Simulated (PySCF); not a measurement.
## Electron correlation in Pt⁺ (platinum, charge +1)

[Xe] 4f14 5d9, 2D determinant. All numbers are calculated (PySCF 2.14, the spin-free X2C one-electron Hamiltonian (Gaussian nucleus), in x2c-TZVPPall). Frozen: [Xe] 4f14; 9 electrons correlated.

| level | correlation energy (mhartree) |
| --- | --- |
| CCSD | -242.50 |
| (T) | -9.46 |
| CCSD(T) | -251.96 |

Diagnostics: T1 = 0.020, D1 = 0.0710, largest double amplitude 0.050.

Spin-orbit coupling, absent here, splits the open shell strongly.

Cost of the coupled-cluster step: roughly 22 core-seconds, for 9 correlated electrons.
